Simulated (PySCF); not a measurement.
**Working out the ionisation energy of F²⁺**

F²⁺ [He] 2s2 2p3 (4S) → F³⁺ [He] 2s2 2p2 (3P). All numbers are calculated (PySCF 2.14, no relativity, point nucleus, in dyall-av3z (15s9p3d2f, 71 functions)). Frozen: 1s2; the 14 highest virtual orbitals dropped. Energies in hartree (1 hartree = 27.21139 eV):

```
            part  F²⁺ (lower)  F³⁺ (upper)
             UHF   -97.613705   -95.325746
CCSD correlation    -0.118826    -0.105306
             (T)    -0.001296    -0.001206
```

What does Hartree-Fock give?

(-95.325746) − (-97.613705) = 2.287959 hartree = 62.259 eV.

What do CCSD and CCSD(T) give?

The CCSD correlation energies differ by 0.013520 hartree = 0.368 eV and the triples by 0.000090 hartree = 0.002 eV, so CCSD gives 62.627 eV and CCSD(T) 62.629 eV.

A first-order spin-orbit estimate adds -0.054 eV to CCSD(T) (valence), giving 62.575 eV against 62.708 eV (semi-empirical (NIST evaluation); NIST Atomic Spectra Database, ionization energies).

What remains against the reference includes basis incompleteness, the frozen core and higher excitations.
